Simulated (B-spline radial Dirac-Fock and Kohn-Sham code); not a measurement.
**Elastic and transport cross sections of manganese for positrons**

Level of theory: relativistic (Dirac) partial waves in the static field of the Dirac-Fock atom, without polarisation or absorption potentials; a B-spline atomic structure program. σ_tr1 and σ_tr2 weight the cross section with 1 − P₁ and 1 − P₂ of cos θ; "backward" is the share scattered beyond 90°.

| energy (eV) | σ (a₀²) | σ_tr1 (a₀²) | σ_tr2 (a₀²) | σ/σ_tr1 | backward (%) |
| --- | --- | --- | --- | --- | --- |
| 332 | 9.87 | 1.27 | 2.33 | 7.77 | 3.2 |
| 422 | 8.80 | 1.03 | 1.92 | 8.53 | 2.8 |
| 865 | 6.16 | 0.517 | 1.02 | 11.9 | 1.7 |
| 1090 | 5.46 | 0.403 | 0.815 | 13.5 | 1.4 |
| 1220 | 5.14 | 0.355 | 0.726 | 14.5 | 1.3 |
| 1590 | 4.44 | 0.262 | 0.547 | 17.0 | 1.0 |
| 1630 | 4.38 | 0.254 | 0.532 | 17.2 | 1.0 |
| 3470 | 2.79 | 0.0988 | 0.217 | 28.2 | 0.53 |
| 3570 | 2.74 | 0.0952 | 0.210 | 28.7 | 0.52 |
| 7310 | ? | ? | ? | ? | ? |
| 8010 | 1.57 | 0.0310 | 0.0716 | 50.7 | 0.25 |
| 9750 | 1.36 | 0.0232 | 0.0542 | 58.8 | 0.20 |
| 25500 | 0.646 | 0.00511 | 0.0126 | 126 | 0.074 |
| 28800 | 0.586 | 0.00418 | 0.0103 | 140 | 0.064 |
| 30300 | 0.563 | 0.00385 | 0.00953 | 146 | 0.061 |
| 111000 | 0.206 | 0.000433 | 0.00113 | 477 | 0.013 |

Q: Fill in the row for 7.31 keV.

A: σ = 1.68 a₀², σ_tr1 = 0.0354 a₀², σ_tr2 = 0.0814 a₀², σ/σ_tr1 = 47.4, backward 0.27 %. The ratio σ/σ_tr1 is roughly the number of elastic collisions that randomise the direction.

Values without a named source are computed, but for edge energies of neutral atoms, which are taken from tables.
